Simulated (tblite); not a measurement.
Compound: C₆H₁₀O.
Numbering: `[CH2:1]=[C:2]1[CH2:3][CH:4]([CH2:5][OH:6])[CH2:7]1` (hydrogens: H8, H9 on C1; H10, H11 on C3; H12 on C4; H13, H14 on C5; H15 on O6; H16, H17 on C7)

Computed with GFN2-xTB (tblite), gas phase: L-BFGS steps from a force-field or distance-geometry start until the largest atomic force falls under 0.01 eV/Å.

The end geometry, which sets the zero of energy:
```
atom  x, y, z in Å
C1      2.6393    0.5884   -0.0120
C2      1.3880    0.1838    0.0371
C3      0.1952    0.5893    0.8618
C4     -0.6005   -0.5674    0.2154
C5     -1.8744   -0.1707   -0.5206
O6     -2.9482    0.0940    0.3514
C7      0.6116   -0.8851   -0.6842
H8      3.3520    0.1380   -0.6827
H9      3.0024    1.3845    0.6165
H10     0.3372    0.5259    1.9401
H11    -0.1825    1.5840    0.6186
H12    -0.8336   -1.3672    0.9208
H13    -1.6749    0.7022   -1.1618
H14    -2.2096   -0.9947   -1.1561
H15    -2.6689    0.7670    0.9823
H16     0.4449   -0.6676   -1.7394
H17     1.0151   -1.8926   -0.5971
```

Problem. These geometries come from the run, each turned onto the end geometry. Order them by energy, lowest first.
A.
```
atom  x, y, z in Å
C1      2.6818    0.4993    0.1044
C2      1.4010    0.2047    0.0239
C3      0.1760    0.6716    0.7656
C4     -0.5852   -0.5372    0.1716
C5     -1.9226   -0.2320   -0.4903
O6     -2.9207    0.0422    0.4645
C7      0.6126   -0.8104   -0.7602
H8      3.4112   -0.0052   -0.5051
H9      3.0481    1.2528    0.7806
H10     0.2547    0.7230    1.8517
H11    -0.1952    1.6321    0.4001
H12    -0.7305   -1.3295    0.9096
H13    -1.8183    0.6172   -1.1850
H14    -2.2848   -1.0963   -1.0546
H15    -2.5719    0.6980    1.0785
H16     0.4259   -0.4948   -1.7876
H17     1.0109   -1.8239   -0.7778
```
B.
```
atom  x, y, z in Å
C1      2.6919    0.4508    0.1537
C2      1.4050    0.2258    0.0049
C3      0.1801    0.7114    0.7336
C4     -0.5717   -0.5142    0.1666
C5     -1.9346   -0.2721   -0.4643
O6     -2.9279    0.0255    0.4892
C7      0.6001   -0.7550   -0.8043
H8      3.4273   -0.0714   -0.4356
H9      3.0609    1.1672    0.8696
H10     0.2617    0.7883    1.8166
H11    -0.1937    1.6562    0.3358
H12    -0.6539   -1.3100    0.9101
H13    -1.8601    0.5390   -1.2068
H14    -2.2733   -1.1792   -0.9741
H15    -2.5863    0.7093    1.0758
H16     0.3828   -0.3904   -1.8085
H17     0.9847   -1.7693   -0.8722
```
C.
```
atom  x, y, z in Å
C1      2.7047    0.4048    0.1944
C2      1.4113    0.2192    0.0155
C3      0.1739    0.7385    0.7085
C4     -0.5463   -0.5065    0.1489
C5     -1.9365   -0.3145   -0.4189
O6     -2.8681   -0.0465    0.6008
C7      0.6048   -0.7199   -0.8455
H8      3.4321   -0.1244   -0.3946
H9      3.0683    1.1077    0.9214
H10     0.1837    0.8416    1.7947
H11    -0.1846    1.6876    0.2860
H12    -0.5583   -1.3022    0.8979
H13    -1.9451    0.5042   -1.1518
H14    -2.2455   -1.2296   -0.9340
H15    -2.6455    0.8143    0.9772
H16     0.3994   -0.3153   -1.8469
H17     0.9447   -1.7473   -0.9635
```
D.
```
atom  x, y, z in Å
C1      2.6544    0.5658    0.0225
C2      1.3940    0.1848    0.0234
C3      0.1936    0.6126    0.8242
C4     -0.5969   -0.5573    0.1968
C5     -1.8922   -0.1810   -0.5111
O6     -2.9442    0.0753    0.3900
C7      0.6114   -0.8723   -0.7093
H8      3.3853    0.1146   -0.6260
H9      2.9999    1.3493    0.6759
H10     0.3224    0.5834    1.9053
H11    -0.1824    1.5990    0.5458
H12    -0.8042   -1.3545    0.9125
H13    -1.7195    0.6958   -1.1542
H14    -2.2381   -1.0082   -1.1377
H15    -2.6467    0.7365    1.0256
H16     0.4451   -0.6506   -1.7638
H17     1.0112   -1.8816   -0.6297
```
E.
```
atom  x, y, z in Å
C1      2.6685    0.5312    0.0681
C2      1.3966    0.1942    0.0269
C3      0.1787    0.6438    0.7889
C4     -0.5922   -0.5476    0.1777
C5     -1.9107   -0.2027   -0.4992
O6     -2.9298    0.0639    0.4366
C7      0.6138   -0.8399   -0.7375
H8      3.4022    0.0487   -0.5538
H9      3.0301    1.3015    0.7274
H10     0.2752    0.6638    1.8737
H11    -0.1938    1.6129    0.4498
H12    -0.7617   -1.3502    0.8980
H13    -1.7725    0.6589   -1.1720
H14    -2.2683   -1.0490   -1.0924
H15    -2.6018    0.7053    1.0774
H16     0.4501   -0.5698   -1.7810
H17     1.0083   -1.8534   -0.6984
```

Solution. D (0.002 eV), E (0.006 eV), A (0.011 eV), B (0.021 eV), C (0.073 eV).

In the order of the answer:

```json
{"step": "54", "E above end (eV)": "0.002", "largest force (eV/Å)": "0.08", "rms force component (eV/Å)": "0.019", "rms distance from end (Å)": "0.047", "rms bond change (Å)": "0.000", "bond most changed (Å)": "C1–H8 -0.001"}
{"step": "45", "E above end (eV)": "0.006", "largest force (eV/Å)": "0.06", "rms force component (eV/Å)": "0.021", "rms distance from end (Å)": "0.111", "rms bond change (Å)": "0.001", "bond most changed (Å)": "C4–C5 -0.002"}
{"step": "36", "E above end (eV)": "0.011", "largest force (eV/Å)": "0.11", "rms force component (eV/Å)": "0.028", "rms distance from end (Å)": "0.162", "rms bond change (Å)": "0.001", "bond most changed (Å)": "C3–C4 +0.001"}
{"step": "25", "E above end (eV)": "0.021", "largest force (eV/Å)": "0.08", "rms force component (eV/Å)": "0.022", "rms distance from end (Å)": "0.234", "rms bond change (Å)": "0.001", "bond most changed (Å)": "C4–C5 -0.003"}
{"step": "3", "E above end (eV)": "0.073", "largest force (eV/Å)": "0.33", "rms force component (eV/Å)": "0.111", "rms distance from end (Å)": "0.298", "rms bond change (Å)": "0.005", "bond most changed (Å)": "C4–C5 -0.010"}
```

What follows is the cost of the whole relaxation. On Arm Neoverse V1, one thread, shared host with 32 logical CPUs at a one-minute load of 25, this took 0.39 s wall.
